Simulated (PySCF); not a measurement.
1,1,1-trifluoropropane (C₃H₅F₃), SMILES CCC(F)(F)F. Geometry optimised at PBE-D3(BJ)/def2-SVP.

The numbers are results of PBE-D3(BJ)/def2-SVP in PySCF, not measurements.

Harmonic wavenumbers (cm⁻¹): 103, 220, 221, 362, 400, 525, 537, 608, 773, 793, 968, 998, 1061, 1164, 1166, 1233, 1275, 1347, 1358, 1403, 1418, 1439, 2989, 3004, 3056, 3084, 3085. Rotational constants (GHz): 5.126, 2.719, 2.696; symmetry number 1.

**Question.** Work out the zero-point energy and the ideal-gas rigid-rotor harmonic-oscillator thermochemistry at 298.15 K and 1 atm.

**Answer.** ZPE = ½ Σ hcν = ½ × 34589 cm⁻¹ = 206.89 kJ/mol. H − E(el) = 225.69 kJ/mol. Entropy in J/(mol K): translation 165.94, rotation 111.09, vibration 50.02, total 327.04. G − E(el) = 128.18 kJ/mol. Cp = 99.29 J/(mol K). Modes under 150 cm⁻¹ make the vibrational entropy uncertain.
